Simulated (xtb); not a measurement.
Harmonic IR lines of one isomer of C9H10BNSi, unscaled. Computed with GFN2-xTB (xtb).

wavenumber (cm⁻¹): 570 (m), 751 (m), 766 (m), 787 (m), 795 (s), 819 (m), 877 (w), 992 (vw), 1204 (w), 1236 (w), 1255 (w), 1543 (w), 1578 (m), 2204 (s), 2275 (vs), 2640 (m), 2675 (m), 3047 (w), 3057 (w), 3068 (w), 3090 (w)

### Question
Say which structure gives these lines.
A) `Bc1ccc([SiH3])c2ncccc12`
B) `Bc1ccc([SiH3])c2cccnc12`
C) `Bc1cc([SiH3])cc2ncccc12`
D) `Bc1cc([SiH3])c2ncccc2c1`

### Answer
D, `Bc1cc([SiH3])c2ncccc2c1`
